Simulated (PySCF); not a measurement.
Mapped SMILES: `[CH3:1][C:2](=[O:3])[O:4]/[CH:5]=[CH:6]/[CH:7]=[CH:8]/[CH:9]=[O:10]`. Hydrogens are named by the atom that carries them.

Theoretical values (PySCF 2.14): GFN2-xTB structure, shieldings: GIAO PBE0/pcSseg-1. One conformer, fast rotation and ring inversion assumed for equivalent nuclei, non-relativistic Hamiltonian, no solvent.

**Question.** List the cross peaks expected in HSQC, COSY and HMBC spectra.

**Answer.** 

HSQC (one-bond C–H):
```
          δH          δC
9.84 (H(C9))  191.7 (C9)
8.38 (H(C5))  156.6 (C5)
7.68 (H(C7))  147.6 (C7)
6.32 (H(C6))  119.5 (C6)
6.26 (H(C8))  132.6 (C8)
2.26 (H(C1))   22.9 (C1)
```

COSY cross peaks (H two or three bonds apart, from the bond graph; peaks can be absent where the dihedral angle is near 90°):
```
          δH            δH
9.84 (H(C9))  6.26 (H(C8))
8.38 (H(C5))  6.32 (H(C6))
7.68 (H(C7))  6.32 (H(C6))
7.68 (H(C7))  6.26 (H(C8))
```

HMBC (two and three bonds, from the bond graph):
```
          δH                                              δC
9.84 (H(C9))                          147.6 (C7), 132.6 (C8)
8.38 (H(C5))              172.3 (C2), 147.6 (C7), 119.5 (C6)
7.68 (H(C7))  191.7 (C9), 156.6 (C5), 132.6 (C8), 119.5 (C6)
6.32 (H(C6))              156.6 (C5), 147.6 (C7), 132.6 (C8)
6.26 (H(C8))              191.7 (C9), 147.6 (C7), 119.5 (C6)
2.26 (H(C1))                                      172.3 (C2)
```

Scale: TMS for 1H (σref 31.72), 13C (σref 186.93) (reference shieldings calculated alike).

Short H···H contacts in this conformer between protons four or more bonds apart (candidates for NOE cross peaks, intensity ∝ r⁻⁶): H(C5)···H(C7) 2.48 Å, H(C6)···H(C8) 2.53 Å.

Shifts are as computed. Against solution values, carbons near 30 ppm lie about +3 ppm off and those near 130 ppm about +5 ppm. Of 1211 compounds with measured shifts, 218 miss one by over three times the rms of a fit or turn the order of signals round; such compounds aren't used in these exercises.
